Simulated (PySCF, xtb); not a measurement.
W(NH)(S)(OH)(SH) (H3NOS2W), SMILES [NH]=[W](=[S])([OH])[SH], multiplicity 1.

GFN2-xTB in xtb 6.7.1 at its own geometry gives an orbital gap of 1.87 eV and a dipole moment of 6.11 D.

The structure is a stationary point at PBE-D3(BJ)/def2-SVP. The multiplicity is an assumed one; no other spin state was optimised. The structure was generated by enumeration; whether it is a known compound was not checked. The def2 effective core potentials stand for the cores of W; spin–orbit coupling is left out. Other conformers were not sampled.

Task: What does PySCF with PBE/def2-TZVP give? (Estimate from the structure and the level; the computed values follow.)

Result: gap 3.38 eV (levels -6.32 and -2.94 eV), dipole 2.45 D.
